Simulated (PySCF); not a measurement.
H₂BeClN, singlet, geometry from GFN2-xTB (such geometries of metal compounds can be far from the true shape). Base run: CAMB3LYP/def2-SVPD, polarisability in PySCF.

The PySCF input:
```python
from pyscf import gto, scf, dft
from pyscf.prop import polarizability

mol = gto.Mole()
mol.atom = '''
    Be   -0.26473718   -0.28052143    0.33857444
    Cl    0.65098546    0.68979872   -0.83255035
    N    -1.04236877   -1.10451722    1.33309351
    H    -1.29331053   -2.07581511    1.25266673
    H    -1.41791213   -0.79705694    2.21473698
'''
mol.basis = 'def2-svpd'
mol.verbose = 4
mol.build()

mf = dft.RKS(mol)
mf.xc = 'camb3lyp'
mf.kernel()
alpha = mf.Polarizability().polarizability()[2, 2]
print('alpha_zz =', alpha)
```

The base was run again with changes. Order these runs by alpha_zz (bohr³), lowest first: basis = STO-3G | basis = def2-TZVP | basis = def2-SVP | basis = 6-31+G* | basis = 6-31G* | basis = def2-TZVPD.

basis = STO-3G (alpha_zz (bohr³) 17.46), basis = 6-31G* (alpha_zz (bohr³) 28.51), basis = def2-SVP (alpha_zz (bohr³) 28.61), basis = 6-31+G* (alpha_zz (bohr³) 32.65), basis = def2-TZVP (alpha_zz (bohr³) 33.64), basis = def2-TZVPD (alpha_zz (bohr³) 39.12)

Finite-field rows take the second difference of the energy in a field along z; a small field with loose convergence shows SCF noise divided by the square of the field, and a large one adds hyperpolarisability.
